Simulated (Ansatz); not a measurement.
Species: CH$_{5}$GaO, charge 0, singlet. CH5GaO (SMILES [O](C)[GaH2]).
B3LYP-D3(BJ)/def2-TZVP minimum from Ansatz (an electronic-structure program):
```
O
C 1 1.4127
H 2 1.0944 1 109.74
H 2 1.0944 3 108.07 1 -119.64
H 2 1.0973 3 108.09 4 -116.76
Ga 1 1.7920 2 124.52 3 120.69
H 6 1.5554 1 113.56 2 -180.00
H 6 1.5656 7 130.54 1 180.00
```

Wanted: atomisation energy (electronic, to ground-state atoms), in kcal/mol. UHF or UKS for unpaired electrons; spin-orbit terms are left out. Cores are frozen in correlated methods (noble-gas shells, and filled d and f shells in the p block). No relativity. CBS(X,Y): correlation extrapolated as X^-3, Hartree-Fock from the larger set. A bracket is a step between two methods taken in the basis named. Double hybrids freeze cores in their MP2 part. Where a partner has so few electrons that a lower coupled-cluster level is exact, that level stands in.

CCSD(T)/CBS(cc-pVTZ,cc-pVQZ) + [CCSDT(Q) - CCSD(T)]/cc-pVDZ (Ansatz) gives 614.8 kcal/mol.

Question: How far off this value is PBE/def2-TZVPD (Ansatz), in which direction, and how far these levels: r2SCAN/def2-TZVPD, B3LYP/def2-TZVPD, PBE0/def2-TZVPD, wB97M-V/def2-TZVPD, B2PLYP/def2-TZVPD, CCSD(T)/CBS(cc-pVTZ,cc-pVQZ)?

Answer: PBE gives 615.8 kcal/mol, 1.0 kcal/mol above it. Differences of the others: r2SCAN/def2-TZVPD (Ansatz) -0.4; B3LYP/def2-TZVPD (Ansatz) -8.6; PBE0/def2-TZVPD (Ansatz) -8.8; wB97M-V/def2-TZVPD (Ansatz) -2.5; B2PLYP/def2-TZVPD (Ansatz) -11.0; CCSD(T)/CBS(cc-pVTZ,cc-pVQZ) (Ansatz) -0.6 kcal/mol.
